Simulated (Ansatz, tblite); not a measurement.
Cost and result up the ladder for Cu(NH3)(NH2) (CuN2H5) (8 atoms). Total charge 0; singlet. Geometry: r2SCAN-D4/def2-TZVP.

Cartesian coordinates in Å:
```
Cu 0.3254 0.0431 -0.0288
N -1.5147 -0.5167 0.1161
H -2.1381 0.2724 0.2671
H -1.6445 -1.1623 0.8920
H -1.8224 -0.9922 -0.7295
N 2.0940 0.4062 -0.1792
H 2.4286 0.9247 0.6320
H 2.2717 1.0248 -0.9696
```

Ansatz on 4 threads of Arm Neoverse V1 on a shared host; xTB runs through tblite on one thread. Times are rough, summed over both states, and most runs start from the orbitals of an earlier one. PBE0-D4/def2-TZVP serves as the yardstick here, not as an exact answer. The other state is a doublet.

The xTB rows come from tblite.

Raw xTB energies of ions are shifted by several eV.

```csv
level,functions,wall time,vertical IE (eV),difference from PBE0-D4/def2-TZVP (eV)
GFN1-xTB,27,0.007 s,12.49,5.41
GFN2-xTB,22,0.007 s,11.84,4.76
PBE-D4/def2-TZVP,137,2.8 s,7.14,0.06
PBE0-D4/def2-TZVP,137,3.6 s,7.08,0.00
r2SCAN-D4/def2-TZVP (with forces),137,6.3 s,7.02,-0.06
```
